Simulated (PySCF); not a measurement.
B(Br)(vinyl)(OH) (C2H4BBrO), SMILES C=CB(O)Br. Atoms are numbered in the order given.

```xyz
9

B     -0.3117     0.5602     0.0000
Br     0.1911    -1.3179     0.0000
C      0.7905     1.6591     0.0000
C      0.4692     2.9606     0.0000
H      1.8474     1.3696     0.0000
H      1.2288     3.7509     0.0000
H     -0.5784     3.2832     0.0000
O     -1.6221     0.8853     0.0000
H     -2.2097     0.1206     0.0000
```

Coordinates come from a ωB97X-D3(BJ)/def2-SVP optimisation. Other conformers were not sampled.

Computed with HF/pcSseg-1 in PySCF.

GIAO shieldings, no solvent; atoms listed in one row are averaged. δ = σ(ref) − σ: ¹¹B against BF3 (σ = 102.7 ppm); ¹³C against TMS (σ = 192.6 ppm); ¹H against TMS (σ = 31.99 ppm); ¹⁷O against H2O (σ = 333.0 ppm), references at their B3LYP-D3(BJ)/def2-TZVP geometries, non-relativistic (without spin–orbit terms, shifts of atoms bonded to Cl or Br come out too high).

| nucleus | atoms | count | δ (ppm) |
|---|---|---|---|
| ¹¹B | B1 | 1 | 30.6 |
| ¹³C | C4 | 1 | 153.8 |
| ¹³C | C3 | 1 | 138.8 |
| ¹H | H7 | 1 | 7.21 |
| ¹H | H6 | 1 | 6.84 |
| ¹H | H5 | 1 | 6.39 |
| ¹H | H9 | 1 | 5.40 |
| ¹⁷O | O8 | 1 | 145.6 |
